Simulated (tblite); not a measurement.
Start geometry of `[CH2][C@H](C=O)C(=O)NC` [radical] from a force field or distance geometry (Å):
```
atom  x, y, z in Å
C1    -1.6243    0.2040    1.6004
C2    -1.3128    0.5850    0.1461
C3    -1.8040   -0.4895   -0.7619
O4    -2.6476   -0.2292   -1.6501
C5     0.1609    0.7552    0.0394
O6     0.6590    1.8550   -0.3342
N7     0.9635   -0.3840    0.3444
C8     2.4138   -0.3474    0.2735
H9    -1.4125    1.0426    2.2917
H10   -1.0519   -0.7095    1.8436
H11   -1.8197    1.5187   -0.1413
H12   -1.4115   -1.4866   -0.6182
H13    0.5162   -1.2762    0.6545
H14    2.7862   -1.2738    0.7821
H15    2.8109   -0.3230   -0.7393
H16    2.7661    0.5678    0.7928
```

Task: What comes out of this run: GFN2-xTB geometry optimisation, gas phase in tblite 0.8.0?

Result: 
```
atom  x, y, z in Å
C1    -1.5563    0.0983    1.6507
C2    -1.2900    0.5913    0.3030
C3    -1.7085   -0.3574   -0.7917
O4    -2.1922   -0.0312   -1.8352
C5     0.2600    0.7883    0.0769
O6     0.7113    1.8566   -0.2413
N7     0.9760   -0.3248    0.2922
C8     2.4150   -0.3603    0.1671
H9    -1.7933    0.7829    2.4385
H10   -1.4446   -0.9417    1.8937
H11   -1.7268    1.5779    0.1280
H12   -1.5129   -1.4237   -0.5550
H13    0.5162   -1.1660    0.6007
H14    2.8790   -0.5829    1.1294
H15    2.7140   -1.1169   -0.5594
H16    2.7455    0.6185   -0.1741
```

The energy falls by 84.8 kJ/mol over 135 L-BFGS steps, the largest force on an atom goes from 4.31 to 0.009 eV/Å, and the atoms move by 0.445 Å rms after alignment. The bond that changes most is C2–C5 (ends: carbon bonded to 3 C and H; carbon bonded to C, N and O), which lengthens by 0.091 Å. Bonds longer at the end by more than 0.005 Å: 3 of 15; shorter: 11. Among the angles that change most is C2–C1–H10, from 108.0° to 121.1°. Among the dihedrals that turn most is C5–N7–C8–H14, from 167° to 116°. Rotational constants go from 3202, 1254, 1234 to 2973, 1394, 1299 MHz. The orientation of the end geometry is arbitrary; only internal coordinates are fixed.

On one thread of an Arm Neoverse N1, shared host with 64 logical CPUs at a one-minute load of 44, this took 1.2 s of wall time.

Its lowest GFN2-xTB frequency is 14 cm⁻¹, too small to tell a flat minimum from a shallow saddle. 3 starts were optimised and ended at 0.00, 3.23 and -12.50 kcal/mol (GFN2-xTB); the lowest of these is shown.

One conformer stands for the species.

These are computed values.
